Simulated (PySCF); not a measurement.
1,3,5-triazine cation (C₃H₃N₃), SMILES n1cncnc1 (connectivity only; charge and spin as stated), charge +1, multiplicity 2. Atoms are numbered in the order given.

```xyz
9

C      0.0000     1.1876     0.6715
N      0.0000     1.1889    -0.6718
C      0.0000     0.0000    -1.2753
N      0.0000    -1.1889    -0.6718
C      0.0000    -1.1876     0.6715
N      0.0000     0.0000     1.2676
H      0.0000     2.1246     1.2570
H      0.0000     0.0000    -2.3883
H      0.0000    -2.1246     1.2570
```
Charge +1, spin multiplicity 2.

Coordinates come from a PBE-D3(BJ)/def2-SVP optimisation. The multiplicity is an assumed one; no other spin state was optimised.

The numbers are results of PBE0/pcH-1 run with PySCF, not measurements.

Unrestricted Kohn–Sham, ⟨S²⟩ = 0.760. Hyperfine tensors hold the contact and dipolar terms, without spin-orbit corrections.

### Question
Estimate the hyperfine couplings. (An estimate is asked for; the answer gives what the named calculation found.)

### Answer

```tsv
nucleus	A(iso) (MHz)	A(iso) (G)	dipolar principal values (MHz)
13C no. 1	-39.4	-14.0	-17.0, -2.9, 19.9
14N no. 2	15.8	5.6	-12.1, -7.4, 19.6
13C no. 3	32.4	11.5	-8.6, 3.6, 5.1
14N no. 4	15.8	5.6	-12.1, -7.4, 19.6
13C no. 5	-39.4	-14.0	-17.0, -2.9, 19.9
14N no. 6	74.9	26.7	-34.2, -26.5, 60.7
1H no. 7	24.7	8.8	-6.7, -3.0, 9.7
1H no. 8	86.4	30.8	-4.5, -0.8, 5.3
1H no. 9	24.7	8.8	-6.7, -3.0, 9.7
```
